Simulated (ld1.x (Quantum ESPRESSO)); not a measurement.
# Building the TM potential for tungsten (LDA (PZ), scalar-relativistic).

W (Z = 74), norm-conserving Troullier–Martins (Kleinman–Bylander form), made with ld1.x (Quantum ESPRESSO) 7.5 (LDA (PZ), scalar-relativistic). Core [Kr] 4d10 4f14 5s2, reference 5p6 5d4 6s2 6p0. Waves: 6s (bound): rc 2.85 bohr; 5p (bound): rc 1.45 bohr; 5f channel at 0.05 Ry: rc 2.50 bohr; 5d (bound): rc 1.60 bohr. Local part: the d channel. Core correction: none.

(1) Estimate the cutoffs (Ry, on a coarse ladder) from which the occupation-weighted sum of valence levels, in a spherical-Bessel basis at the reference potential, stays within 10 and 1 mRy of its value at 400 Ry.

(2) Does the potential have ghost states?

(3) Which valence shell sets the plane-wave cutoff?

Answers

(1) 90 Ry and 110 Ry.

(2) Ghost states, extra bound levels that the all-electron valence spectrum of the same l lacks: p at -51.9 eV, s at -42.4 eV. A true bound ghost makes a file unfit for plane-wave use.

(3) 5p: its level needs 90 Ry to come within 1 mRy, against 35 Ry for 5d.

Its largest configuration-test error is -117 meV (5p6 5d3 6s0 6p0). 8 of 9 tests not solved or not reliable. Not counted: 5p6 5d3 6s2 6p0 (solver errors, printed error -831 eV); 5p5 5d4 6s2 6p0 (solver errors, printed error -823 eV); 5p6 5d4 6s1 6p0 (solver errors, printed error -822 eV); 5 more.
